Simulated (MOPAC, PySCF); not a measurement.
Complex: HF (SMILES F) (first 2 atoms) with AsH3 (SMILES [AsH3]); geometry from B3LYP-D3(BJ)/def2-TZVP, rigid monomers moved along the line of their centres of mass till H2···As3 is 2.16 Å.
(charge 0, multiplicity 1):
| atom | x (Å) | y (Å) | z (Å) |
|---|---|---|---|
| F | 0.3919 | -0.7698 | -0.4188 |
| H | 0.3315 | -0.4354 | 0.4541 |
| As | 0.1943 | 0.3362 | 2.4620 |
| H | 1.3710 | 0.9950 | 3.1584 |
| H | -0.1562 | -0.5447 | 3.6472 |
| H | -0.7863 | 1.4300 | 2.8437 |

Interaction energies are E(AB) − E(A) − E(B) at the monomers' geometry in the complex; basis-set methods are counterpoise corrected. Rows marked so take none.

Rows in 6-31G* carry no dispersion term and start afresh at each structure (6-31G* with six Cartesian d functions); the Pople sets are all-electron and without relativity. The state reached by PM3, PM6 isn't checked.

Codes used: MOPAC for PM3, PM6 (differences of heats of formation); PySCF for 6-31G* rows. Values without a source in brackets are computed.

### Question
One of these levels gives 0.45 kcal/mol for the interaction energy. Which one is it?
(A) PM3
(B) HF/6-31G*
(C) HF/6-31G* (no counterpoise)
(D) PM6

### Answer
C, HF/6-31G* (no counterpoise). The others give 5.04 (PM3), 6.02 (PM6), 1.63 (HF/6-31G*)
